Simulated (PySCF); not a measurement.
Work out the structure from these simulated measurements.

Elements present: C, Ge, H, S and Si. Monoisotopic mass: 265.8696 u.

* Valence photoelectron: vertical ionisation energy: 8.57 eV [ΔSCF CAM-B3LYP/def2-SVPD]
* Rotational structure: rotational constants A, B, C: 0.991, 0.482, 0.378 GHz [PBE0-D3(BJ)/def2-SVP]
* NMR, other nuclei: isotropic shieldings of nuclei other than C and H, by class: 419 (1 Si), 235 (1 S), 1658 (1 Ge), 1672 (1 Ge) ppm [GIAO PBE0/pcSseg-1]
* 1H NMR: chemical shifts (computed TMS as zero) by class: 7.45 (1 H), 7.37 (1 H), 7.31 (1 H), 4.94 (2 H), 3.53 (2 H), 3.08 (3 H) ppm [GIAO PBE0/pcSseg-1]
* Triplet: lowest triplet excitation (Tamm–Dancoff): 3.60 eV [TDA CAM-B3LYP/def2-SVPD]
* Polarisability: 157.5 au [CAM-B3LYP/def2-SVPD]
* 13C NMR: chemical shifts (computed TMS as zero) by class: 142.2 (1 C), 140.2 (1 C), 135.4 (1 C), 134.4 (1 C) ppm [GIAO PBE0/pcSseg-1]

Gas-phase values; electronic properties from PySCF, density fitting. Levels stand in brackets. Geometry: PBE0-D3(BJ)/def2-SVP, one conformer, isolated molecule. Relativistic effects, spin–orbit coupling among them, are left out although an element past zinc is present. NMR values are class means; diastereotopic atoms form classes of their own.

Q: Which formula fits the mass and the elements?

A: C4H10Ge2SSi (calculated 265.8696). No other formula that holds each of these elements comes within 0.0003 u with a fitting electron parity and a possible valence count.

Q: Propose a structure and show how it fits.

A: Numbering: `[GeH3:1][GeH2:2][SiH2:3][c:4]1[cH:5][cH:6][cH:7][s:8]1`. 4 carbons fall into 4 classes; from least to most shielded: aromatic CH carbon [C5] (142.2 ppm), aromatic CH next to a ring sulfur [C7] (140.2 ppm), substituted aromatic carbon [C4] (135.4 ppm), aromatic CH carbon [C6] (134.4 ppm). Hydrogen classes from least to most shielded: 1 H on an aromatic CH next to a ring sulfur, C7 (7.45 ppm), 1 H on an aromatic CH carbon, C5 (7.37 ppm), 1 H on an aromatic CH carbon, C6 (7.31 ppm), 2 H on an SiH2 silicon, Si3 (4.94 ppm), 2 H on a germanium bonded to Ge, Si and 2 H, Ge2 (3.53 ppm), 3 H on a germanium bonded to Ge and 3 H, Ge1 (3.08 ppm, a mean of values up to 1.2 ppm apart in this geometry). The other shieldings belong to: 419 ppm, SiH2 silicon [Si3]; 235 ppm, thiophene-type sulfur [S8]; 1658 ppm, germanium bonded to Ge and 3 H [Ge1]; 1672 ppm, germanium bonded to Ge, Si and 2 H [Ge2]. The first electron is taken from the HOMO, whose largest Löwdin shares are 0.22 on the substituted aromatic carbon, 0.21 on the aromatic CH next to a ring sulfur, 0.12 on an aromatic CH carbon and 0.11 on an aromatic CH carbon. The optimised geometry has point group C1 and is an asymmetric top. Structure: `[GeH3][GeH2][SiH2]C1=CC=CS1`. The assignments are read from this structure; whether some other isomer fits the data as well wasn't checked. NMR values of atoms bound to Ge lack the spin–orbit term that these neighbours bring.

Shape of the structure used: `[GeH3:1][GeH2:2][SiH2:3][c:4]1[cH:5][cH:6][cH:7][s:8]1`: Ge1–Ge2–Si3–C4 -38°, Ge2–Si3–C4–C5 -76°.
